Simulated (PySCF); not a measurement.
AlBCl₂H (calculated)

All values are calculated (PySCF 2.14.0). Calculation on a computer-drawn molecule: the log of a Hartree-Fock and frozen-core CCSD(T) single point meant for a local Hartree-Fock minimum, with one planted fault or none, to be diagnosed. Offsets are logged minus clean, where the clean run is the same molecule without the fault. The reference is restricted for singlets and unrestricted otherwise, and also for a bond in bohr or an excited solution. Adding or removing an electron swaps singlet and doublet. The excited solution moves the top pair (singlet) or top alpha electron (doublet) to the lowest empty orbital. Highest occupied and lowest empty are orbital energies over both spins, largest force is the largest gradient component, triples share is (T) over the correlation energy, the T1 limit is 0.02 restricted and 0.045 unrestricted, electrons count all cores, a negative frequency is imaginary (commonest isotopes), and the dipole is about the centre of nuclear charge.

```json
{"formula": "AlBCl2H", "logged_structure": {"atoms_angstrom": [["Cl", -2.8993, -2.2668, -0.9318], ["B", -2.4387, -0.6617, -1.2952], ["Al", 1.6209, 0.1399, -1.396], ["Cl", 3.6106, 0.5075, -1.4409], ["H", -3.1942, 0.2238, -1.5172]]}, "given": {"meant_charge": 1, "meant_multiplicity": 1, "meant_basis": "cc-pV(D+d)Z", "logged_electrons": 52, "logged_basis_functions": 88, "logged_SCF_converged": "yes", "logged_spin_squared": 0.8173, "logged_highest_occupied [eV]": -12.986, "logged_lowest_empty [eV]": -7.0852, "logged_largest_force [hartree/bohr]": 0.014561, "logged_dipole_magnitude [debye]": 3.1536, "logged_SCF_stable_within_its_kind": "yes", "logged_energy_HF [hartree]": -1185.93496, "possible_faults": "no fault, one electron removed, one electron added, multiplicity raised by two, geometry at a saddle point, SCF held on an excited solution, minimal basis STO-3G, one bond length entered in bohr, all coordinates scaled", "drawn_bonds_atom": [1, 2, 3, 2], "drawn_bonds_other_atom": [2, 3, 4, 5], "drawn_bonds_order": [1, 1, 1, 1]}, "results": {"planted_fault": "one bond length entered in bohr, row 2 of the drawn bonds", "HF_energy_offset_from_clean_run [kcal/mol]": 51.59}, "notes": ["coupled-cluster numbers left out as unreliable"]}
```
